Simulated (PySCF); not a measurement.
HOS, SMILES [O]S, multiplicity 2. Coordinates come from a r2SCAN-D4/def2-TZVPD optimisation.

All values below come from r2SCAN-D4/def2-TZVPD run with PySCF 2.14.0.

Harmonic wavenumbers (cm⁻¹): 1025, 1097, 2391. Rotational constants (GHz): 296.9, 20.31, 19.01; symmetry number 1.

Question: Work out the zero-point energy and the ideal-gas rigid-rotor harmonic-oscillator thermochemistry at 298.15 K and 1 atm.

Answer: ZPE = ½ Σ hcν = ½ × 4513 cm⁻¹ = 27.00 kJ/mol. H − E(el) = 37.07 kJ/mol. Entropy in J/(mol K): translation 157.30, rotation 77.73, vibration 0.62, spin 5.76, total 241.41. G − E(el) = -34.91 kJ/mol. Cp = 35.91 J/(mol K).
